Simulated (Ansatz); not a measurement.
This singlet lies 0.48 eV below the relaxed triplet at the level frozen-core CCSD(T)/cc-pVTZ // PBE0-D3(BJ)/def2-TZVP (Ansatz, a program for electronic structure).

Species: H3BOSi, SMILES `B[Si]O` (lower singlet) (charge 0, multiplicity 1).

Give a relaxed geometry from PBE0-D3(BJ)/def2-TZVP run with Ansatz.

Several could match; the one computed here: the end point of this relaxation, one of several conformers (outside a Z-matrix the atoms follow the SMILES, hydrogens last).
Z-matrix (Å, degrees):
```
Si
O 1 1.6653
H 2 0.9605 1 113.29
B 1 2.0192 2 100.35 3 179.99
H 4 1.2008 1 121.43 2 96.34
H 4 1.2008 5 116.02 1 -167.99
```
